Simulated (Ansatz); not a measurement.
A geometry relaxed with CAM-B3LYP-D3(BJ)/def2-TZVP (Ansatz, an electronic-structure program), charge 0, multiplicity 1:

```xyz
16

H      1.8491    -0.7710    -0.6282
H     -1.5494     0.0848     0.9651
H     -0.2919    -1.2214    -1.5016
H     -0.9172    -2.0927    -0.1075
C      1.8126     0.0507     0.0876
B     -1.0645     1.4346    -0.4162
H     -0.5840     2.4320     0.0322
H      0.6171     0.7798     1.7100
C     -0.7367     0.0565     0.2046
H     -1.8779     1.5338    -1.2849
C     -1.0024    -1.1642    -0.6763
H      0.6117    -0.9646     1.5500
H      1.8226     0.9856    -0.4778
C      0.5815    -0.0314     0.9795
H     -2.0002    -1.1249    -1.1128
H      2.7295     0.0123     0.6764
```

**Question.** Write the SMILES of this molecule.

**Answer.** `B[C@@H](C)CC`
